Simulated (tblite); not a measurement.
C₆H₃N₂ (doublet state).
Numbering: `[CH2:1]=[C:2]1[C:3]([C:4]#[N:5])[C@@H:6]1[C:7]#[N:8]` (hydrogens: H9, H10 on C1; H11 on C6)
Bond orders are those of one Lewis drawing.

Computed with GFN2-xTB (tblite), gas phase: L-BFGS steps from a force-field or distance-geometry start until the largest atomic force falls under 0.01 eV/Å.

Step 14: E = -544.3678 eV
```
atom  x, y, z in Å  |  force x, y, z in eV/Å
C1      1.7324   -0.0936    0.9588    0.087  -0.001  -0.003
C2      0.4920   -0.2576    0.5300   -0.120   0.237   0.102
C3     -0.4512   -0.8541   -0.2794   -0.059   0.014  -0.067
C4     -0.6787   -1.3746   -1.5092   -0.210  -0.315  -0.131
N5     -0.9278   -1.8473   -2.5372    0.086   0.050   0.140
C6     -0.8860    0.3515    0.5191    0.047   0.059  -0.034
C7     -1.0622    1.5151   -0.2817   -0.189  -0.065  -0.192
N8     -1.1738    2.3558   -1.0503    0.018   0.167   0.161
H9      2.0304    0.7979    1.4767   -0.017   0.016   0.214
H10     2.4774   -0.8374    0.7689    0.224  -0.143  -0.070
H11    -1.5470    0.2468    1.3782    0.133  -0.020  -0.119
```

Step 15: E = -544.3827 eV
```
atom  x, y, z in Å  |  force x, y, z in eV/Å
C1      1.7348   -0.0929    0.9635    0.114  -0.017   0.030
C2      0.4942   -0.2387    0.5305   -0.064   0.126  -0.091
C3     -0.4357   -0.8216   -0.3085   -0.023  -0.082  -0.008
C4     -0.6826   -1.3786   -1.5181   -0.122  -0.267   0.004
N5     -0.9385   -1.8961   -2.5226    0.064   0.063   0.095
C6     -0.8790    0.3629    0.5141   -0.067   0.038  -0.068
C7     -1.0707    1.5272   -0.2771   -0.159   0.069  -0.203
N8     -1.1909    2.3729   -1.0388    0.003   0.171   0.142
H9      2.0480    0.7773    1.5037   -0.048   0.093   0.257
H10     2.4728   -0.8399    0.7673    0.248  -0.198  -0.122
H11    -1.5469    0.2302    1.3601    0.053   0.004  -0.036
```

Step 16: E = -544.3949 eV
```
atom  x, y, z in Å  |  force x, y, z in eV/Å
C1      1.7381   -0.0922    0.9672    0.114  -0.031   0.053
C2      0.4956   -0.2206    0.5286    0.083   0.009  -0.253
C3     -0.4239   -0.7962   -0.3328    0.040  -0.120   0.077
C4     -0.6904   -1.3865   -1.5233    0.054  -0.057   0.381
N5     -0.9450   -1.9361   -2.5077   -0.038  -0.085  -0.204
C6     -0.8745    0.3730    0.5066   -0.137  -0.001  -0.126
C7     -1.0813    1.5370   -0.2781   -0.112   0.128  -0.117
N8     -1.2055    2.3932   -1.0260   -0.026   0.216   0.062
H9      2.0634    0.7594    1.5327   -0.107   0.061   0.219
H10     2.4731   -0.8435    0.7640    0.171  -0.153  -0.142
H11    -1.5441    0.2152    1.3428   -0.043   0.033   0.050
```

**Question.** Estimate the geometry and energy of step 17. (The exact step hangs on the optimiser's Hessian estimate; all steps are aligned on step 16, rigid shifts and turns removed.)

**Answer.** E = -544.4010 eV, largest force 0.806 eV/Å
```
atom  x, y, z in Å  |  force x, y, z in eV/Å
C1      1.7463   -0.0923    0.9762    0.023  -0.048   0.030
C2      0.5021   -0.1930    0.5202    0.268  -0.086  -0.337
C3     -0.4046   -0.7590   -0.3679    0.074  -0.187   0.027
C4     -0.6937   -1.3947   -1.5328   -0.056  -0.451  -0.191
N5     -0.9606   -2.0046   -2.4887    0.182   0.471   0.628
C6     -0.8704    0.3885    0.4958   -0.173  -0.068  -0.151
C7     -1.0951    1.5587   -0.2743   -0.093   0.210  -0.115
N8     -1.2304    2.4246   -1.0097   -0.028   0.152   0.101
H9      2.0845    0.7357    1.5780   -0.196  -0.077   0.104
H10     2.4739   -0.8541    0.7567    0.038  -0.006  -0.124
H11    -1.5465    0.1929    1.3206   -0.040   0.090   0.028
```

The energy changes by -0.0061 eV. The first-order estimate −F·Δx gives -0.0175 eV and the mean of the old and new forces, exact on a quadratic surface, -0.0047 eV. The step makes an angle of 80° with the force vector and moves no atom by more than 0.073 Å.

What follows is the cost of the whole relaxation. The run took 0.34 s wall on Arm Neoverse V1, one thread, on a shared host.
